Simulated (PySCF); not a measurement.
C2H4I, SMILES C[CH]I, multiplicity 2. Atoms are numbered in the order given.

```xyz
7

C     -2.4029     0.2471     0.6139
C     -1.0505     0.8459     0.6190
I      0.5645    -0.1650    -0.1887
H     -3.0665     0.8157     1.2849
H     -2.8641     0.2598    -0.3931
H     -2.3916    -0.8031     0.9462
H     -0.8765     1.9139     0.7664
```
Charge 0, spin multiplicity 2.

Geometry optimised at PBE0-D3(BJ)/def2-SVP. The isomer is the one that the SMILES or the coordinates give; other isomers of the formula were not compared. The def2 effective core potentials stand for the cores of I; spin–orbit coupling is left out.

These are PBE/def2-TZVPD (PySCF) values and carry that method's errors.

Gas-phase values at a fixed geometry.

total energy: -376.17398 hartree
α spin, highest occupied and lowest empty level: -4.58 and -1.59 eV
β spin, highest occupied and lowest empty level: -6.35 and -2.87 eV
dipole moment: 1.30 D
quadrupole, principal values (traceless, Buckingham form, about the centre of nuclear charge): -3.74, -1.24, 4.98 D·Å
mean static polarisability: 65.5 bohr³ (9.70 Å³)
polarisability, principal values: 53.3, 58.0, 85.1 bohr³
⟨S²⟩: 0.754 (pure state 0.75)
